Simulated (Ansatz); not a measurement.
CH4AlBF2Si (`FB1C[Si]1(F)[AlH2]`). The species carries charge 0 and has multiplicity 1. The geometry is a stationary point of PBE0-D4/def2-TZVP.

```xyz
10

F     0.841   -2.175    2.057
B     0.370   -1.264    1.234
C    -0.600   -0.119    1.357
Si    0.821    0.156   -0.015
F     2.115    1.044    0.357
Al   -0.181    0.627   -2.180
H    -1.404   -0.069    0.615
H    -0.887    0.368    2.287
H     0.624    1.252   -3.391
H    -1.698    0.180   -2.321
```

(1) What is the dipole moment at r2SCAN/def2-TZVPP? (An estimate is asked.)

(2) And with PBE, B3LYP, ωB97M-V? (Estimate.)

(3) Give the Mulliken charges with r2SCAN, PBE, B3LYP in def2-TZVPP. (Best estimate.)

## Answers

(1) Ansatz gave: 1.94 D, with components (-1.61, 0.65, -0.84) D in this frame, pointing from negative to positive charge.

(2) The calculation gave: PBE 1.85 D, B3LYP 2.11 D, ωB97M-V 2.22 D.

(3) The calculation gave: 
```csv
atom,r2SCAN,PBE,B3LYP
F1,-0.25,-0.19,-0.23
B2,0.27,0.23,0.29
C3,-0.30,-0.28,-0.33
Si4,0.27,0.21,0.26
F5,-0.32,-0.27,-0.32
Al6,0.40,0.27,0.33
H7,0.14,0.15,0.14
H8,0.09,0.10,0.11
H9,-0.15,-0.10,-0.12
H10,-0.15,-0.11,-0.13
```

B3LYP here is the variant with VWN-RPA as its local correlation; programs differ in this.
